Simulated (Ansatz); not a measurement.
One change: `C[S][AlH][OH]` becomes `C[S][AlH][Cl]`.

Ansatz, PBE0-D4/def2-TZVP geometries, multiplicity 1. Each molecule was computed in one conformer, which needn't be the lowest.

```json
{"property": "zero-point energy (PBE0-D4/def2-TZVP) / kJ/mol", "`C[S][AlH][OH]`": "157.3"}
{"property": "ideal-gas entropy at 298 K and 1 bar (rigid rotor, harmonic PBE0-D4/def2-TZVP) / J/(mol·K)", "`C[S][AlH][OH]`": "342"}
{"property": "HOMO energy (ωB97M-V/def2-TZVPP) / eV", "`C[S][AlH][OH]`": "-9.31"}
{"property": "LUMO energy (PBE/def2-TZVPP) / eV", "`C[S][AlH][OH]`": "-1.23"}
{"property": "HOMO energy (PBE/def2-TZVPP) / eV", "`C[S][AlH][OH]`": "-5.95"}
{"property": "size of the dipole moment (ωB97M-V/def2-TZVPP) / D", "`C[S][AlH][OH]`": "0.92"}
```

**Question.** Give the same properties after the change, and the shifts. (Best estimate.)

**Answer.** Ansatz gave: 
| property | `C[S][AlH][Cl]` | shift |
| --- | --- | --- |
| zero-point energy (PBE0-D4/def2-TZVP) / kJ/mol | 125.5 | -31.8 |
| ideal-gas entropy at 298 K and 1 bar (rigid rotor, harmonic PBE0-D4/def2-TZVP) / J/(mol·K) | 346 | 4 |
| HOMO energy (ωB97M-V/def2-TZVPP) / eV | -9.57 | -0.26 |
| LUMO energy (PBE/def2-TZVPP) / eV | -1.85 | -0.62 |
| HOMO energy (PBE/def2-TZVPP) / eV | -6.25 | -0.30 |
| size of the dipole moment (ωB97M-V/def2-TZVPP) / D | 2.44 | 1.52 |

With PBE0 the HOMO falls by 0.27 eV and the LUMO falls by 0.62 eV, so the gap narrows by about 0.35 eV. PBE moves the HOMO by -0.30 eV and ωB97M-V by -0.26 eV. The zero-point energy changes by -31.8 kJ/mol with -3 modes. Dipoles are sizes alone; their direction can turn.
